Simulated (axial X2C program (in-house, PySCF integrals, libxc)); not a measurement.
# Nuclear properties of WO⁻

Computed with an axial X2C code built on PySCF integrals: two-component X2C with atomic mean-field Coulomb and Gaunt terms, Gaussian nuclei, basis W dyall-acv3z, O dyall-av3z with contracted cores.

R = 1.703 Å (near the PBE0 minimum at charge -1 of the determinant lowest at the starting distance; the state shown can have its own minimum elsewhere).

Determinant lowest in the PBE0 search, Ω = 1/2 (⟨Sz⟩ = 1.45, ⟨Lz⟩ = -0.95 at PBE0), spin on the atoms W 1.49, O -0.03:

| level | Eeff magnitude (GV/cm) | Ws magnitude W (kHz) | A∥/gI W (MHz) | qzz W (a.u.) | A∥/gI O (MHz) | qzz O (a.u.) |
| --- | --- | --- | --- | --- | --- | --- |
| PBE0 | 3.34 | 3.8 | -1090 | -0.26 | -115 | -0.27 |
| B3LYP | 0.922 | 0.496 | -1560 | -0.30 | -107 | -0.28 |
| TPSSh | 3.69 | 4.28 | -1260 | -0.24 | -108 | -0.29 |
| r2SCAN | 4.35 | 4.81 | 1160 | -0.38 | -119 | -0.25 |

Eeff is the effective electric field on the electron electric dipole moment in this Ω state and Ws the scalar–pseudoscalar constant of the nucleus named (defined with the proton number Z and per Ω); A∥ (defined per Ω) follows by multiplying with gI = μI/(I μN); qzz is the electric field gradient, eQq0 = 234.96 MHz × Q/barn × qzz. The operators were transformed with the bare-nucleus X2C matrices; with these basis sets, hyperfine constants and field gradients can be off by tens of per cent, and where levels differ in sign neither size nor sign is settled.

Task: With gI(17O) = -0.7575, Q(17O) = -0.02558 barn (g factors from the IAEA table of nuclear moments by Stone; Q from Pyykkö, Mol. Phys. 2018), turn the PBE0 values of the first state into constants in MHz.

Result: A∥(17O) = -115 × -0.7575 = 87.1 MHz; eQq0(17O) = 234.96 × (-0.02558) × (-0.27) = 1.62 MHz.

Each state is one determinant with collinear spin, which with several unpaired electrons need not be a pure state. For an anion, determinants above electron detachment, or with a positive highest level, are held by the basis set. With several open shells hyperfine constants can be off by a factor of several. Where Eeff spreads by more than a factor of two the levels disagree and none is to be relied on. Left out as unconverged or as another state under the same occupation: HF in at least one table. States lie within half an eV, so the first need not be the ground state. The sign of Ws at W differs between levels in the first state. Further determinants of the search, some of them spin-mixed, are not shown.
